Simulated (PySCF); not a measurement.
Geometry:
```
atom   x (Å)   y (Å)   z (Å)
  C1  -2.388  -0.463  -0.644
  C2  -1.656   0.140   0.557
  C3  -0.172   0.146   0.316
  C4   0.607  -0.945   0.675
  C5   1.966  -0.959   0.417
  C6   2.565   0.123  -0.206
  C7   1.797   1.215  -0.571
  C8   0.438   1.225  -0.311
  H9  -3.462  -0.469  -0.471
 H10  -2.183   0.116  -1.542
 H11  -2.058  -1.485  -0.814
 H12  -1.884  -0.447   1.449
 H13  -2.010   1.160   0.719
 H14   0.145  -1.792   1.164
 H15   2.561  -1.814   0.704
 H16   3.626   0.114  -0.406
 H17   2.258   2.061  -1.059
 H18  -0.158   2.081  -0.596
```

PySCF calculation with GIAO PBE0/pcSseg-1 shieldings and GFN2-xTB structure; single conformer, gas phase, non-relativistic, rapidly exchanging positions averaged.

List the cross peaks expected in HSQC, COSY and HMBC spectra.

Answers



HSQC (one-bond C–H):
```
               δH             δC
   7.60 (H15/H17)  134.2 (C5/C7)
   7.49 (H14/H18)  133.3 (C4/C8)
       7.48 (H16)     131.0 (C6)
   2.65 (H12/H13)      35.3 (C2)
1.20 (H9/H10/H11)      22.6 (C1)
```

COSY cross peaks (H two or three bonds apart, from the bond graph; peaks can be absent where the dihedral angle is near 90°):
```
            δH                 δH
7.60 (H15/H17)     7.49 (H14/H18)
7.60 (H15/H17)         7.48 (H16)
2.65 (H12/H13)  1.20 (H9/H10/H11)
```

HMBC (two and three bonds, from the bond graph):
```
               δH                                                               δC
   7.60 (H15/H17)             151.4 (C3), 134.2 (C5/C7), 133.3 (C4/C8), 131.0 (C6)
   7.49 (H14/H18)  151.4 (C3), 134.2 (C5/C7), 133.3 (C4/C8), 131.0 (C6), 35.3 (C2)
       7.48 (H16)                                     134.2 (C5/C7), 133.3 (C4/C8)
   2.65 (H12/H13)                             151.4 (C3), 133.3 (C4/C8), 22.6 (C1)
1.20 (H9/H10/H11)                                            151.4 (C3), 35.3 (C2)
```

δ = σ(ref) − σ, references computed at the same level: TMS for 1H (σ = 31.72 ppm) and 13C (σ = 186.93 ppm).

Short H···H contacts in this conformer between protons four or more bonds apart (candidates for NOE cross peaks, intensity ∝ r⁻⁶): H12···H14 2.45 Å.

Shifts are as computed. Against solution values, carbons near 30 ppm lie about +3 ppm off and those near 130 ppm about +5 ppm. Of 246 compounds with measured shifts, 49 miss one by over three times the rms of a fit or turn the order of signals round; such compounds aren't used in these exercises.
